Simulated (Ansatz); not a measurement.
Basis-set series for AlBrCl, SMILES `[Cl][Al][Br]` radical. Total charge 0; spin multiplicity 2. All single points use the PBE0-D4/def2-TZVP geometry.

Bond lengths: Cl1–Al2 2.102 Å, Al2–Br3 2.266 Å. Angles: Cl1–Al2–Br3 118.9°.

| functional | basis | functions | energy (Eh) | HOMO (eV) | LUMO (eV) |
| --- | --- | --- | --- | --- | --- |
| PBE0-D4 | def2-SVP | 68 | -3275.79131 | -6.57 | -3.32 |
| PBE0-D4 | def2-QZVPP | 229 | -3276.42183 | -6.65 | -3.36 |
| ωB97M-V | def2-SVP | 68 | -3276.17255 | -8.21 | -1.90 |
| ωB97M-V | def2-QZVPP | 229 | -3276.79622 | -8.34 | -1.97 |

Task: Give the rows for def2-TZVPP. (Best estimate.)

Result: Computed: 
```json
{"functional": "PBE0-D4", "basis": "def2-TZVPP", "functions": "132", "energy (Eh)": "-3276.34844", "HOMO (eV)": "-6.63", "LUMO (eV)": "-3.34"}
{"functional": "ωB97M-V", "basis": "def2-TZVPP", "functions": "132", "energy (Eh)": "-3276.72522", "HOMO (eV)": "-8.29", "LUMO (eV)": "-1.91"}
```

HOMO and LUMO are taken over both spins. Scalar relativity is left out up to krypton.
